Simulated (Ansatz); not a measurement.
CH₈BNSi, relaxed with RKS PBE-D4/def2-SVP in Ansatz 0.2.0 from a rough embedded geometry. The force threshold is 0.03 eV/Å; the program also tests the step.

Total charge 0; spin multiplicity 1. The bonds changed during the relaxation, so this is another structure than the one it started from.

Start:

```xyz
12

B     1.690    0.161    0.342
Si   -0.064   -0.485    0.216
C    -1.228    0.909    0.538
N    -0.407   -1.160   -1.365
H     2.663   -0.580    0.160
H     1.967    1.311    0.613
H    -0.289   -1.552    1.232
H    -1.122    1.704   -0.154
H    -1.087    1.356    1.592
H    -2.308    0.555    0.489
H     0.352   -1.863   -1.586
H    -0.166   -0.357   -2.077
```

```csv
step,energy (eV),largest force (eV/Å),largest move (Å)
1,-11196.7189,2.953,0.000
2,-11197.1297,1.393,0.161
3,-11197.2113,0.368,0.084
4,-11197.2331,0.314,0.053
5,-11197.2574,0.343,0.200
6,-11197.2780,0.457,0.195
7,-11197.3088,0.344,0.194
8,-11197.3463,0.277,0.199
9,-11197.3931,0.364,0.198
10,-11197.4842,0.716,0.192
11,-11197.6093,1.111,0.194
12,-11197.8182,1.815,0.199
13,-11197.9513,0.830,0.192
14,-11197.9630,1.104,0.200
15,-11198.0316,0.225,0.106
16,-11198.0356,0.052,0.019
17,-11198.0359,0.084,0.051
18,-11198.0366,0.016,0.008
```

End:

```xyz
12

B     1.697   -0.112   -0.170
Si   -0.042   -0.318    0.771
C    -1.472    0.920    0.684
N     0.475   -0.707   -1.039
H     2.574   -0.925    0.059
H     1.983    1.030   -0.487
H    -0.563   -1.644    1.272
H    -1.170    1.826    0.120
H    -1.739    1.251    1.709
H    -2.385    0.491    0.222
H     0.538   -1.685   -1.338
H     0.106   -0.128   -1.802
```

It took 36 s on 2 threads of an Arm Neoverse V1 on a shared host, with 0.15 GiB of host memory at the peak.
